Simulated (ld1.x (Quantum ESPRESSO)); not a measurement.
What one change does to a pseudopotential (indium (In), TM)

* Element: In (Z = 49)
* Generator: ld1.x (Quantum ESPRESSO) 7.5
* Type: norm-conserving Troullier–Martins (Kleinman–Bylander form)
* Functional: PBEsol
* Relativity: scalar-relativistic
* Frozen core: [Kr] 4d10
* Valence charge: 3
* Reference configuration: 5s2 5p0 (charge +1)
* Partial waves: 5s (bound): rc 1.90 bohr; 5p (bound, empty): rc 2.45 bohr; 5d channel at 0.25 Ry: rc 2.60 bohr
* Local potential: the d channel
* Core correction: a·sin(br)/r model core, default radius (core density twice the valence density)

All-electron outer shells of the reference configuration (PBEsol, scalar-relativistic, ld1.x):

```tsv
shell	level (eV)	outermost node (bohr)	outermost maximum (bohr)
4d	-26.07	0.40	0.94
5s	-14.98	1.02	2.11
5p	-8.42	1.14	2.61
```

Change: core correction none.

Cutoffs: the cutoffs (Ry, on a coarse ladder) from which the occupation-weighted sum of valence levels, in a spherical-Bessel basis at the reference potential, stays within 10 and 1 mRy of its value at 400 Ry; they do not see the model core or the augmentation charge, which bear on the density cutoff. Errors are all-electron minus pseudo energies relative to the spin-unpolarised reference configuration.

Problem. Predict the effect on cutoff, ghosts and configuration errors.

Solution. The potential gets neither clearly harder nor softer (12 Ry and 40 Ry → 12 Ry and 40 Ry); both files keep a bound ghost (p, s); of the 7 tests that both files solve, the error grows in 3 and shrinks in 4 by more than 15 % and 0.3 meV (median size 26.4 → 32.5 meV). The default core radius of the base comes out at 1.98 bohr.

```csv
quantity,base,changed
"cutoff, loose",12 Ry,12 Ry
"cutoff, tight",40 Ry,40 Ry
bound ghosts,"s, p","s, p"
"error for 5s2 5p1, meV [ΔE -5.36 eV]",-20,+13
"error for 5s1 5p0, meV [ΔE 19.28 eV]",-145,+51
"error for 5s2 5p0.5, meV [ΔE -3.42 eV]",-6.5,+5.4
"error for 5s2 5p1.3, meV [ΔE -5.89 eV]",-26,+18
"error for 5s1 5p2, meV [ΔE 0.52 eV]",-11,+59
"error for 5s0 5p3, meV [ΔE 6.65 eV]",-54,+148
"error for 5s1 5p1, meV [ΔE 6.65 eV]",-27,+33
s: phases at 2.86 bohr within 0.05 rad from the reference energy up to (Ry; the scan ends near 5),1.8,1.8
p: phases at 2.86 bohr within 0.05 rad from the reference energy up to (Ry; the scan ends near 5),1.9,1.9
d: phases at 2.86 bohr within 0.05 rad from the reference energy up to (Ry; the scan ends near 5),0.6,0.6
```

 A true bound ghost makes a file unfit for plane-wave use even where its test errors are small: the radial tests pick states by their node count and pass the ghost by.
